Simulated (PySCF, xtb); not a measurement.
Si(H)(Me)(NH2)2 (CH₈N₂Si), SMILES C[SiH](N)N. Other conformers were not sampled.

Harmonic wavenumbers (cm⁻¹) from GFN2-xTB (xtb) at its own minimum, in rising order: 95, 119, 171, 206, 208, 266, 364, 396, 600, 708, 709, 767, 793, 816, 841, 870, 942, 1379, 1500, 1504, 1528, 1530, 2245, 3034, 3060, 3063, 3485, 3489, 3522, 3526.

**Question.** What does B3LYP-D3(BJ)/def2-SVP in PySCF give at its own minimum? (An estimate is asked for; the answer gives what the named calculation found.)

**Answer.** 107, 137, 226, 262, 278, 332, 366, 446, 610, 671, 717, 777, 804, 868, 884, 927, 944, 1272, 1438, 1438, 1548, 1549, 2226, 3027, 3110, 3137, 3551, 3552, 3641, 3641. Paired by order, the mean absolute difference is 45 cm⁻¹ and the zero-point energies are 59.7 and 60.7 kcal/mol.
